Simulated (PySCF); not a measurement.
## From computed data to an observable: refractive index and permittivity of the vapour

diselenium (Se2), SMILES [Se]=[Se] (connectivity only; charge and spin as stated), neutral, multiplicity 3.

The structure is a stationary point at PBE0-D3(BJ)/def2-TZVP.

PBE0/def2-TZVPD (PySCF) gives a mean static polarisability of 56.4 bohr³ and a dipole moment of 0.00 D. Take an ideal gas at 298.15 K and 0.1 bar, whether or not the substance is that volatile.

### Question
Work out n − 1 in the optical limit and the static ε − 1.

### Answer

Polarisability volume α' = 56.4 × 0.148185 = 8.36 Å³. Number density N = p/kT = 2.43e-6 Å⁻³.
Dilute limit of Lorentz–Lorenz: n − 1 = 2π N α' = 0.00013.
Orientation term of Debye: μ²/(3kT) = 8.098 Å³ × μ²(D²) = 0.00 Å³.
ε − 1 = 4π N (α' + μ²/3kT) = 0.00026. With no permanent dipole, ε equals n² in this model. Vibrational polarisation and dispersion are left out.
